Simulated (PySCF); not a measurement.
Molybdenum: a sound run and one with changed settings

Sound run: Mo⁺ [Kr] 4d5, Mo²⁺ [Kr] 4d4. All numbers are calculated (PySCF 2.14, scalar relativity by spin-free X2C-1e, in x2c-SVPall). The sound run starts from symmetry-adapted Hartree-Fock orbitals and uses a fine grid where one is needed.

Changed run: 26 angular points. This setting is unsound on purpose.

```csv
species,method,sound run (hartree),changed run (hartree),converged
Mo⁺,UHF,-4045.59487,-4045.59487,yes
Mo⁺,B3LYP,-4047.75807,-4047.75807,yes
Mo⁺,BP86,-4048.19734,-4048.19734,yes
Mo²⁺,UHF,-4045.03901,-4045.03901,yes
Mo²⁺,B3LYP,-4047.15938,-4047.16484,yes
Mo²⁺,BP86,-4047.58747,-4047.59565,yes
```

Ionisation energy of Mo⁺:

| method | sound run (eV) | changed run (eV) |
| --- | --- | --- |
| UHF | 15.126 | 15.126 |
| B3LYP | 16.291 | 16.143 |
| BP86 | 16.595 | 16.373 |

A coarse angular grid integrates products of high-l functions wrongly, so density functionals can shift, and the SCF can exploit the error; Hartree-Fock and MP2 need no grid.

For comparison, NIST gives 16.16 ± 0.12 eV between the lowest levels.
